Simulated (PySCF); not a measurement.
# Computed properties of SiF2I2, SMILES F[Si](F)(I)I

SiF2I2, SMILES I[Si](F)(F)I. The structure is a stationary point at B3LYP-D3(BJ)/def2-SVP. The def2 effective core potentials stand for the cores of I; spin–orbit coupling is left out. The values are those of a single conformer. All values are computed for the isolated molecule unless a solvent is named; none is compared with measurement here.

**Structure.** The optimised structure has C2v symmetry. All 9 harmonic modes at B3LYP-D3(BJ)/def2-SVP (PySCF) are real, so it is a minimum. With heavy atoms numbered as in [F:1][Si:2]([F:3])([I:4])[I:5], the shortest bond between them is F1–Si2 at 1.609 Å and the longest Si2–I5 at 2.425 Å.

**Vibrations.** The strongest infrared lines (harmonic, unscaled, degenerate partners summed) lie at 477 cm⁻¹ (301 km/mol, Si 89 %), 878 cm⁻¹ (172 km/mol, F 63 %, Si 37 %), 967 cm⁻¹ (108 km/mol, F 52 %, Si 48 %). The softest mode is at 83 cm⁻¹ and the zero-point energy is 5.1 kcal/mol.

**Electronic structure.** M06-2X/def2-TZVP (PySCF) places the frontier levels at -9.29 and -1.15 eV, a gap of 8.14 eV, and gives a dipole moment of 1.38 D and a mean polarisability of 81.9 bohr³. PBE/def2-TZVP (PySCF) at the same geometry gives -6.97 and -2.69 eV, so its gap is 3.86 eV narrower. An orbital gap is neither the optical nor the fundamental gap.

**Excitations.** TDA-CAM-B3LYP/def2-SVPD (PySCF) has S1 at 5.02 eV (247 nm, f = 0.035, weak); the most intense of the 10 singlets computed lies at 7.03 eV (f = 0.06). T1 (TDA) is at 4.47 eV, 0.55 eV under S1. TDA-PBE/def2-SVPD (PySCF) puts S1 at 4.38 eV. No vertical singlet excitation falls in the visible range (under 3.1 eV).
